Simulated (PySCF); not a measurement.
A calculated (BLYP, PySCF 2.14, aug-cc-pV(Q+d)Z, the non-relativistic Hamiltonian (point nucleus)) atom or ion has these occupied shells.

```json
{"shell": "1s α", "electrons": "1", "orbital energy (eV)": "-1531.2", "rms radius, mean of both spins (bohr)": "0.140"}
{"shell": "1s β", "electrons": "1", "orbital energy (eV)": "-1531.1", "rms radius, mean of both spins (bohr)": "0.140"}
{"shell": "2s α", "electrons": "1", "orbital energy (eV)": "-128.47", "rms radius, mean of both spins (bohr)": "0.686"}
{"shell": "2s β", "electrons": "1", "orbital energy (eV)": "-128.28", "rms radius, mean of both spins (bohr)": "0.686"}
{"shell": "2p α", "electrons": "3", "orbital energy (eV)": "-90.704", "rms radius, mean of both spins (bohr)": "0.679"}
{"shell": "2p β", "electrons": "3", "orbital energy (eV)": "-90.505", "rms radius, mean of both spins (bohr)": "0.679"}
{"shell": "3s α", "electrons": "1", "orbital energy (eV)": "-24.436", "rms radius, mean of both spins (bohr)": "2.33"}
```

(1) Name the element and its charge.

Answers

(1) Al²⁺ (aluminium, charge +2), in [Ne] 3s1, 2S determinant.
